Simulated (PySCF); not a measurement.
C4H6ClF, SMILES FC1(Cl)CCC1.

Geometry: PBE0-D3(BJ)/def2-SVP.

Two levels are set side by side: PBE/def2-TZVP (PySCF) and ωB97X/def2-TZVP (PySCF). Same geometry, gas phase. Differences are taken from unrounded values.

```csv
quantity,ωB97X,PBE,PBE minus ωB97X
orbital gap (eV),13.62,6.40,-7.22
highest occupied level (eV),-10.88,-6.99,3.89
lowest empty level (eV),2.74,-0.60,-3.34
dipole moment (D),2.48,2.32,-0.16
mean polarisability (bohr³),56.9,59.5,2.6
```

PBE's occupied levels lie high since its potential decays too fast outside the molecule; exact exchange lowers them and widens the gap. PBE's more diffuse valence density responds more strongly to a field. Differences between two approximate levels are no errors against the true value.

Rough cost on one machine, each run with all the roots and properties that it gave: ωB97X against PBE within a factor of 2.
